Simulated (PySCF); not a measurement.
An equivalent PySCF input for Al (aluminium, neutral), [Ne] 3s2 3p1, 2P determinant, with no relativity, point nucleus:

```python
from pyscf import gto, scf, dft, mp, cc
import basis_set_exchange as bse
mol = gto.M(atom="Al 0 0 0", charge=0, spin=1, symmetry="D2h",
            basis=gto.basis.parse(bse.get_basis("aug-cc-pwCVTZ", elements=["Al"], fmt="nwchem")))
mf = dft.UKS(mol, xc="PBE")
mf.irrep_nelec = {'Ag': (3, 3), 'B1u': (1, 1), 'B2u': (2, 1), 'B3u': (1, 1)}
mf.kernel()
```

It reaches the same state as the run whose output follows, with an energy that differs only through the grid. The run itself started from symmetry-adapted Hartree-Fock orbitals and held the occupation by maximum overlap, on a logarithmic radial grid, so the iterations belong to that start.

```
SCF conv_tol = 1e-09
number electrons alpha = 7  beta = 6
XC functionals = PBE
    J. P. Perdew, K. Burke, and M. Ernzerhof.,  Phys. Rev. Lett. 77, 3865 (1996)
    J. P. Perdew, K. Burke, and M. Ernzerhof.,  Phys. Rev. Lett. 78, 1396 (1997)
    J. P. Perdew, K. Burke, and M. Ernzerhof.,  Phys. Rev. Lett. 77, 3865 (1996)
    J. P. Perdew, K. Burke, and M. Ernzerhof.,  Phys. Rev. Lett. 78, 1396 (1997)
cycle= 1 E= -242.233457574285  delta_E= -0.00891  |g|= 0.0183  |ddm|= 0.444
cycle= 2 E= -242.2335622699  delta_E= -0.000105  |g|= 0.0104  |ddm|= 0.0634
cycle= 3 E= -242.233575398696  delta_E= -1.31e-05  |g|= 0.000722  |ddm|= 0.0112
cycle= 4 E= -242.233576088451  delta_E= -6.9e-07  |g|= 0.00025  |ddm|= 0.00502
cycle= 5 E= -242.233576145766  delta_E= -5.73e-08  |g|= 8.7e-05  |ddm|= 0.00136
cycle= 6 E= -242.233576149514  delta_E= -3.75e-09  |g|= 1.91e-06  |ddm|= 0.000378
cycle= 7 E= -242.233576149517  delta_E= -3.21e-12  |g|= 1.17e-07  |ddm|= 8.33e-06
converged SCF energy = -242.233576149517  <S^2> = 0.7552681  2S+1 = 2.0052612
```
